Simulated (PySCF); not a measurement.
Gas-phase equilibrium of 1 mol TiCl₄, 74 mol O₂ at 1800 K and 0.00133 bar, among 9 species (ClO, O₂, O, TiCl₄, O₃, TiOCl₂, Cl, Cl₂, TiO₂). Only gases are allowed; each row takes one source of thermochemistry for all species, and Cantera finds the minimum.

Energies from PySCF (xtb for GFN2), thermal terms from the rigid-rotor harmonic-oscillator model, ideal gas at 1 bar. Table values come from the NASA 1993 polynomials. After a fit of one offset per element over all species, the range-separated, M06-2X, PBE0/def2-QZVP and CCSD(T)/def2-TZVPP enthalpies, where run, lie to one side of the table for O₃ (+19 kJ/mol), TiOCl₂ (-50 kJ/mol): a fault of the table's entry, another state or a shared error of the levels is possible; this was not checked at source. S°(298 K) at PBE0/def2-TZVP differs from the NASA 1993 table for TiOCl₂ (+10 J/mol/K); whether the harmonic model or the table's entry is off was not settled. † marks an energy on the PBE0/def2-TZVP geometry and frequencies; other levels use their own. Open shells (unrestricted) among the columns below: ClO (multiplicity 2, electronic degeneracy 4), O₂ (multiplicity 3), O (multiplicity 3, electronic degeneracy 9), Cl (multiplicity 2, electronic degeneracy 6); the rest are closed-shell singlets. GFN2 has no spin-polarisation term. Spin-orbit splitting is ignored; it lowers the true energy and changes the entropy of ClO, O, Cl. B3LYP is the form with VWN-RPA correlation. The harmonic model lacks anharmonicity and excited electronic states, which grow with temperature; levels with a mode under 35 cm⁻¹ are left out. Strong static correlation: O₃. Soft modes under 120 cm⁻¹ make the harmonic entropy rough for TiOCl₂. The table's entry may be an old estimate for ClO, TiOCl₂, TiO₂ (not checked at source). Warning, point group unlike the PBE0 one: TiOCl₂ (GFN2-xTB, PBE/def2-SVP).

Molecules larger than those listed are left out. Table species left out: Ti, TiCl, TiCl2, TiCl3, TiO, TiOCl.

Mole fractions:

```csv
thermochemistry,x O₂,x O₃,x Cl,x TiOCl₂,x TiO₂,x ClO,x Cl₂,x O
table,0.93,7.1e-10,0.051,0.00026,0.013,3.2e-5,3.4e-5,0.0032
B3LYP/def2-TZVP†,0.95,1.7e-11,0.040,0.0061,0.0068,1.6e-5,5.8e-6,0.0023
GFN2-xTB,0.44,0.50,0.040,0.0094,0.0068,0.0043,0.00076,4.2e-10
PBE/def2-SVP,0.96,5.4e-10,0.029,0.011,0.0016,6.1e-6,1.9e-5,6.9e-5
PBE0/def2-SVP†,0.96,4.6e-12,0.030,0.011,0.0018,1.4e-6,1.8e-6,0.0014
r2SCAN/def2-TZVP†,0.96,3.1e-11,0.031,0.011,0.0023,2.0e-5,1.1e-5,0.00099
LDA/def2-TZVP†,0.96,1.8e-8,0.019,0.013,0.00017,0.00028,0.0034,1.8e-6
```
The most sensitive of these is O₃: it spans a factor of 10^11.0 over these rows; at this temperature one factor of ten is RT ln 10 = 34 kJ/mol.
